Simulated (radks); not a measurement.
Gd2+, 62 electrons, occupied as [Xe] 4f7 5d1 (the NIST ground configuration). All-electron calculation, scalar-relativistic Kohn-Sham, PBE, spin-polarised, spherical densities, point nucleus; open shells are filled with parallel spins first (spin-orbit coupling, left out, can overturn this in heavy ions). Program: a radial shooting solver on a logarithmic mesh with Libxc functionals.

Radial electron density D(r) = 4 pi r^2 rho(r):

r (bohr)  D(r) (e/bohr)    spin D(r)
0.00091           3.540  -0.00000452
0.001233          5.811  -0.00000742
0.001658          9.284   -0.0000118
0.002247          14.73   -0.0000188
0.003046          22.74   -0.0000293
0.004128          33.86   -0.0000443
0.005594          48.01   -0.0000655
0.007521          63.35   -0.0000948
0.01019           77.40    -0.000142
0.01381           85.01    -0.000228
0.01872           83.27    -0.000404
0.02517           76.77    -0.000721
0.03411           77.72     -0.00114
0.04623           94.77     -0.00100
0.06266           112.6      0.00228
0.08492           105.0       0.0188
0.1142            86.29       0.0881
0.1547            92.98        0.368
0.2097            97.01         1.26
0.2842            60.36         3.31
0.3821            41.85         6.26
0.5178            49.93         8.37
0.7018            35.10         7.69
0.9512            16.91         5.19
1.289             10.93         2.77
1.733             6.224         1.29
2.349             2.014        0.565
3.183            0.4035        0.219
4.314           0.06200       0.0539
5.8            0.006260      0.00616
7.861         0.0002030     0.000203

D(r) has 4 maxima, at r = 0.0151, 0.0673, 0.189, 0.518 bohr, and minima at 0.0291, 0.124, 0.370 bohr, inside which lie 1.94, 11.13, 29.28 electrons.
